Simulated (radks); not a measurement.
Question: Species: Mg+. Configuration: [Ne] 3s1 (the NIST ground configuration). Method: Dirac Kohn-Sham, PBE, spin-unpolarised, spherical densities, finite nucleus; Fermi nuclear charge, rms radius 3.057 fm; computed with a radial shooting solver on a logarithmic mesh with Libxc functionals. Some entries of the table are withheld. Estimate them.

orbital,occ.,eigenvalue (eV),<r^2> (bohr^2)
1s1/2,2,-1268.800,0.02300
2s1/2,2,-88.9096,0.5842
2p1/2,2,(1),(2)
2p3/2,4,(3),(4)
3s1/2,1,-11.3778,9.013

Answer: 
(1) 2p1/2 eigenvalue (eV): -55.8634
(2) 2p1/2 <r^2> (bohr^2): 0.6046
(3) 2p3/2 eigenvalue (eV): -55.5742
(4) 2p3/2 <r^2> (bohr^2): 0.6085
